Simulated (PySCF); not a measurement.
**Finite-field polarisability of Pb⁻ (lead, charge -1)**

[Xe] 4f14 5d10 6s2 6p3, high-spin 4S determinant. All numbers are calculated (PySCF 2.14, scalar relativity through the core potential, in aug-cc-pwCVTZ-PP with ECP60MDF (8s7p6d4f1g, 96 functions)). Frozen: 5s2 5p6 5d10. Energy changes in a uniform field (μhartree):

```json
{"axis": "x", "F (au)": "0.001", "HF": "-95.017", "MP2": "-93.846", "CCSD": "-95.623", "CCSD(T)": "-96.111"}
{"axis": "x", "F (au)": "0.002", "HF": "-380.747", "MP2": "-375.884", "CCSD": "-383.031", "CCSD(T)": "-384.967"}
```

Derive α along x at CCSD(T) from the two fields.

With ΔE = −αF²/2 − γF⁴/24, α = −(16 ΔE(F) − ΔE(2F))/(6F²) = 192.1 bohr³.

And the mean polarisability at each level?

HF 189.9, MP2 187.6, CCSD 191.2, CCSD(T) 192.1 bohr³.

The polarisability of an anion needs two sets of diffuse s and p functions; this basis lacks them, so these values show the method and not the converged property.

Spin-orbit coupling is strong in this species (close to jj coupling), so the high-spin LS determinant is a model state, not a physical level.
